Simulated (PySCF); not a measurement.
C6H6F3O (charge +1).
SMILES with atom numbers: `[CH3:1][CH2:2][C:3]([F:4])([F:5])[O:6][c+:7]1[cH:8][c:9]1[F:10]` (hydrogens: H11, H12, H13 on C1; H14, H15 on C2; H16 on C8)

Closed-shell single points with PySCF (density fitting; grid level 2 and gas phase unless stated) on one GFN2-xTB geometry.

Question: Rank these settings by the HOMO energy, lowest first.
A. B3LYP/6-311G**, start guess sap
B. B97-2/STO-3G, fitting basis def2-qzvpp-jkfit, damping 0.2 at the start, DIIS from the seventh cycle
C. B97-D/6-311G**, grid level 3, fitting basis def2-universal-jkfit

Answer: A (-13.81 eV), C (-12.56 eV), B (-11.56 eV).

Question: Rank these settings by the LUMO energy, lowest first.
A. revPBE/def2-SVPD, start guess vsap
B. B97-D/6-311G**, grid level 3, fitting basis def2-universal-jkfit
C. B3LYP/6-311G**, start guess sap
D. B97-2/STO-3G, fitting basis def2-qzvpp-jkfit, damping 0.2 at the start, DIIS from the seventh cycle

Answer: A (-7.81 eV), B (-7.69 eV), C (-6.99 eV), D (-4.90 eV).

All figures of these runs:

```csv
settings,basis functions,SCF cycles,E (Eh),HOMO (eV),LUMO (eV)
"B3LYP/6-311G**, start guess sap",216,19,-606.7908,-13.81,-6.99
"B97-2/STO-3G, fitting basis def2-qzvpp-jkfit, damping 0.2 at the start, DIIS from the seventh cycle",56,16,-598.4576,-11.56,-4.90
"B97-D/6-311G**, grid level 3, fitting basis def2-universal-jkfit",216,13,-606.4225,-12.56,-7.69
"revPBE/def2-SVPD, start guess vsap",260,16,-606.0319,-12.55,-7.81
```

B97-D ran without the empirical dispersion term, which would shift the total energy alone. All basis functions are spherical, in the Pople sets too.

Conformer computed: `[CH3:1][CH2:2][C:3]([F:4])([F:5])[O:6][c+:7]1[cH:8][c:9]1[F:10]`: C1–C2–C3–F4 179°, C2–C3–O6–C7 -179°, C3–O6–C7–C8 -1°.

One conformer stands for the species.
